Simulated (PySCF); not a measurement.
Harmonic spectrum computed at PBE0 in the def2-TZVP basis family (core potentials from Rb on, PySCF, no spin–orbit coupling):

```
symmetry  ω (cm⁻¹)  IR (km/mol)
     a''      1001          0.1
      a'      1072          4.9
      a'      1149          135
      a'      1243          5.2
     a''      2391         80.6
      a'      2391          109
```

Q: Which molecule gave it? In each, all ligands are bound to the one heavy central atom.
A. H₂AsO (doublet)
B. H₂SiO (singlet)
C. H₂SO (singlet)
D. H₂GeO (singlet)
E. H₂SnO (singlet)

A: C. It has Cs symmetry with S–H 1.382 Å (×2), S–O 1.476 Å.
